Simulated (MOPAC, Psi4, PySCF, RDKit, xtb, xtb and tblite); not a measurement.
Two geometries of SMILES CC(C)CCC(C)C, relaxed at GFN2-xTB with one dihedral held; other torsions can differ between them too.

Structure A

```
26

C      2.4763     1.6671     1.0467
C      2.0452     0.5873     0.0560
C      2.6398    -0.7584     0.4642
C      0.5150     0.5160    -0.0160
C     -0.0047    -0.3499    -1.1754
C     -0.8620    -1.5371    -0.7219
C     -2.2125    -1.0658    -0.1878
C     -1.0727    -2.5111    -1.8797
H      3.5611     1.7215     1.1054
H      2.1009     2.6419     0.7431
H      2.0905     1.4453     2.0398
H      2.4282     0.8559    -0.9354
H      2.3012    -1.0312     1.4619
H      2.3422    -1.5444    -0.2249
H      3.7266    -0.7077     0.4740
H      0.1262     1.5313    -0.1140
H      0.1498     0.1216     0.9344
H      0.8431    -0.7320    -1.7472
H     -0.5974     0.2608    -1.8597
H     -0.3312    -2.0631     0.0796
H     -2.0858    -0.3610     0.6301
H     -2.7776    -0.5740    -0.9773
H     -2.7953    -1.9096     0.1754
H     -1.6874    -3.3518    -1.5656
H     -1.5722    -2.0122    -2.7079
H     -0.1209    -2.8984    -2.2373
```

Structure B

```
26

C     -2.7996     1.2822     1.0092
C     -1.9049     0.5642     0.0006
C     -2.4884    -0.8072    -0.3316
C     -0.4799     0.4447     0.5515
C      0.5197    -0.1121    -0.4669
C      1.9467     0.4083    -0.2638
C      2.8422    -0.0523    -1.4124
C      2.5244    -0.0613     1.0693
H     -3.8089     1.3886     0.6178
H     -2.4123     2.2743     1.2309
H     -2.8507     0.7186     1.9387
H     -1.8711     1.1614    -0.9180
H     -2.5136    -1.4317     0.5592
H     -1.8927    -1.3104    -1.0885
H     -3.5042    -0.7074    -0.7082
H     -0.1521     1.4434     0.8525
H     -0.4946    -0.1804     1.4460
H      0.5290    -1.2027    -0.4285
H      0.1960     0.1798    -1.4696
H      1.9183     1.5041    -0.2658
H      2.4592     0.3030    -2.3667
H      2.8880    -1.1390    -1.4447
H      3.8531     0.3291    -1.2862
H      3.5417     0.3040     1.1930
H      2.5441    -1.1486     1.1092
H      1.9283     0.3033     1.9016
```

Task: Which is lower in energy at the level B3LYP-D3(BJ)/def2-SVP // GFN2-xTB run with Psi4, and by how much?

Result: B is lower, by 1.54 kcal/mol (dihedral C2–C4–C5–C6: 120° in A, 150° in B).

E(B) − E(A) in kcal/mol at the other levels, on the same two geometries: GFN2-xTB (xtb and tblite) -1.31; MMFF94 // GFN2-xTB (RDKit) -2.81; B3LYP/def2-SVP // GFN2-xTB (Psi4) -1.84; PBE/def2-SVP // GFN2-xTB (Psi4) -1.69; PBE-D3(BJ)/def2-SVP // GFN2-xTB (Psi4) -1.48; UFF // GFN2-xTB (RDKit) -2.65; PM6, restricted, heats of formation // GFN2-xTB (MOPAC) -0.65; AM1, restricted, heats of formation // GFN2-xTB (MOPAC) -1.01; GFN1-xTB // GFN2-xTB (xtb) -1.10; restricted B3LYP/6-31G*, spherical d, density fitting // GFN2-xTB (PySCF) -1.83; restricted Hartree-Fock/LANL2DZ, density fitting // GFN2-xTB (PySCF) -1.99; restricted BP86/6-31G*, spherical d, density fitting // GFN2-xTB (PySCF) -1.75; restricted MP2 (frozen core)/3-21G // GFN2-xTB (PySCF) -1.78.
